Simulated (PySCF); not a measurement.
**Fe: excitation energy**

Fe [Ar] 3d6 4s2 (5D) → Fe [Ar] 3d6 4s1 4p1 (high-spin determinant), as a difference of total energies. Calculation: PySCF 2.14, in ANO-RCC-VTZP; scalar relativity by spin-free X2C-1e. Correlated levels: valence: [Ar] frozen; valence and next inner shell: [Ne] frozen. The calculations carry no spin-orbit coupling.

| method | excitation energy (eV) |
| --- | --- |
| UHF | 1.327 |
| LDA | 2.772 |
| PBE | 2.551 |
| PBE0 | 2.342 |
| LC-wPBE | 2.003 |
| B97-3 | 2.955 |
| wB97X | 3.172 |
| MP2 (valence) | 2.131 |
| SCS-MP2 (valence) | 2.389 |
| MP2 (valence and next inner shell) | 2.200 |
| SCS-MP2 (valence and next inner shell) | 2.379 |

Q: How much does correlation contribute at MP2 (valence and next inner shell)?

A: 2.200 − (1.327) = 0.873 eV, measured against UHF.

A first-order spin-orbit estimate (lowest level to lowest level, LS coupling) adds 0.019 eV.

The basis was made for the ground configuration and has no added diffuse functions, so the excitation energy can come out too high.

The determinant of the upper state mixes LS terms, which raises its energy above the lowest term, most at the Hartree-Fock and MP2 levels.
